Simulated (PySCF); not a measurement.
Ionising Sn₂

PBE0; basis Sn cc-pVDZ-PP with ECP28; scalar-relativistic core potentials; PySCF 2.14. Neutral (UKS): triplet (π ↑↑), Re = 2.763 Å, ωe = 196 cm⁻¹, De = 2.37 eV, HOMO -5.04 eV, LUMO -3.15 eV.

Sn₂⁺ (UKS): quartet (σ ↑, π ↑↑), Re = 2.790 Å, ωe = 174 cm⁻¹, De = 2.76 eV to Sn⁺ + Sn. The energies at the minima are -428.59274 hartree for Sn2 and -428.33854 for Sn₂⁺.

Problem. Work out the adiabatic ionisation energy, without and with harmonic zero-point energies (1 hartree = 27.2114 eV, 1 eV = 8065.5 cm⁻¹), and the change of the bond length.

Solution. At PBE0: 0.25420 hartree = 6.917 eV between the minima; the zero-point term (174.0 − 196.0)/2 cm⁻¹ = -0.001 eV makes it 6.916 eV. Re changes by +2.7 pm against the neutral. The electron leaves a σ orbital, and the small change of length marks it as nearly non-bonding.

These are scalar-relativistic numbers at best; spin–orbit coupling would shift them, the dissociation energy most. States were picked by a PBE0 search and need not be the measured ground states.
